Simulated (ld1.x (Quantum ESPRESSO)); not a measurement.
# u(r) = r·R(r): atom against pseudo-atom (Ca)

Columns: radius, all-electron u(r) and pseudo u(r) of the 4p shell (level -6.08 eV) of calcium in the configuration [Ar] 3d0 4s1 4p0; LDA (PZ), non-relativistic, RRKJ scheme, ld1.x (Quantum ESPRESSO) 7.5.

```tsv
r (bohr)	all-electron	pseudo
0.195	0.1389	0.0008
0.390	0.0191	0.0036
0.585	-0.1435	0.0097
0.780	-0.2306	0.0206
0.975	-0.2378	0.0383
1.170	-0.1896	0.0639
1.365	-0.1108	0.0982
1.560	-0.0188	0.1406
1.755	0.0752	0.1896
1.950	0.1646	0.2430
2.145	0.2455	0.2977
2.340	0.3163	0.3506
2.535	0.3765	0.3990
2.730	0.4260	0.4408
2.925	0.4652	0.4747
3.120	0.4950	0.5005
3.315	0.5159	0.5186
3.510	0.5290	0.5299
3.705	0.5349	0.5350
3.900	0.5346	0.5346
4.095	0.5290	0.5290
4.290	0.5190	0.5190
4.485	0.5052	0.5052
4.680	0.4884	0.4884
4.875	0.4693	0.4693
5.070	0.4484	0.4484
```

Question: How many radial nodes do the two functions have?

Answer: The all-electron 4p function has n − l − 1 = 2; the pseudo-wave has 0, since the states of the same l below it are removed with the core.

Question: At about which radius was the pseudo-wave matched?

Answer: 3.90 bohr, where the columns begin to agree (steps of 0.20 bohr).

Question: Is the pseudo-wave norm-conserving?

Answer: Yes: the RRKJ scheme keeps the norm inside the radius equal to the all-electron one, which fixes the energy derivative of the logarithmic derivative at the level.
